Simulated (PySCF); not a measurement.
BrH5N2Sn. Atoms are numbered in the order given.

```xyz
9

Sn     0.1517    -0.5966     0.4342
N     -1.4039    -1.8532     0.1077
N      1.7417    -1.4118    -0.5198
Br    -0.2924     1.6940    -0.5344
H      0.4247    -0.3862     2.1032
H     -2.1588    -1.7337     0.7811
H     -1.8086    -1.7505    -0.8217
H      1.4472    -2.0173    -1.2848
H      2.3817    -0.7176    -0.9019
```
Charge 0, spin multiplicity 1.

Geometry: PBE0-D3(BJ)/def2-SVP. The structure was generated by enumeration; whether it is a known compound was not checked. The def2 effective core potentials stand for the cores of Sn; spin–orbit coupling is left out. Other conformers were not sampled.

The numbers are results of IEF-PCM-ωB97X/def2-SVP in PySCF, not measurements.

The values are the electrostatic part of the solvation free energy, E(continuum) − E(gas) at the gas-phase geometry, in a cavity of scaled van der Waals radii (PySCF's table); cavitation and dispersion terms are not included. A continuum can't describe solvent molecules that bind to the metal. In vacuum the orbital gap is 11.16 eV. The dipole moment in vacuum is 1.29 D.

```tsv
solvent	ε	ΔG(elec) (kcal/mol)	dipole (D)	gap (eV)
water	78.36	-8.2	1.67	11.25
chlorobenzene	5.70	-6.2	1.59	11.22
N,N-dimethylformamide	37.22	-8.0	1.66	11.25
```
